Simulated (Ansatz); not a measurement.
Basis sets compared for dibenzo[a,e]pentalene, `C1=C2C(=Cc3ccccc32)c2ccccc21`. Charge 0, multiplicity 1. Geometry PBE-D4/def2-SVP. Ansatz on 4 threads of Arm Neoverse V1 on a shared host; times are rough, and most runs start from earlier orbitals.

Cartesian coordinates in Å:
```
C -0.714 1.576 -0.315
C 0.093 0.660 0.312
C -0.093 -0.660 -0.312
C 0.715 -1.576 0.315
C 1.460 -0.880 1.378
C 2.402 -1.355 2.296
C 2.969 -0.452 3.222
C 2.596 0.900 3.225
C 1.645 1.391 2.302
C 1.079 0.508 1.383
C -1.079 -0.508 -1.383
C -1.646 -1.391 -2.301
C -2.597 -0.900 -3.225
C -2.969 0.452 -3.222
C -2.401 1.356 -2.297
C -1.460 0.880 -1.379
H -0.812 2.648 -0.090
H 0.813 -2.648 0.090
H 2.698 -2.416 2.298
H 3.711 -0.815 3.949
H 3.049 1.588 3.955
H 1.359 2.453 2.312
H -1.361 -2.454 -2.311
H -3.050 -1.588 -3.954
H -3.711 0.815 -3.950
H -2.697 2.416 -2.300
```

Binding counts from free atoms (C triplet, H doublet) in the same basis, without a counterpoise term.

| level | functions | energy (Eh) | HOMO (eV) | LUMO (eV) | binding per atom (eV) | wall time |
| --- | --- | --- | --- | --- | --- | --- |
| PBE-D4/def2-SVP | 274 | -614.5310 | -5.03 | -3.24 | 5.78 | 6 s |
| PBE0-D4/def2-SVP | 274 | -614.5794 | -5.89 | -2.59 | 5.66 | 13 s |

Task: Estimate the rows for PBE-D4/def2-TZVP, PBE0-D4/def2-TZVP (with forces).

Result: 
| level | functions | energy (Eh) | HOMO (eV) | LUMO (eV) | binding per atom (eV) | wall time |
| --- | --- | --- | --- | --- | --- | --- |
| PBE-D4/def2-TZVP | 556 | -615.1676 | -5.07 | -3.31 | 5.69 | 16 s |
| PBE0-D4/def2-TZVP (with forces) | 556 | -615.2107 | -5.89 | -2.61 | 5.56 | 79 s |
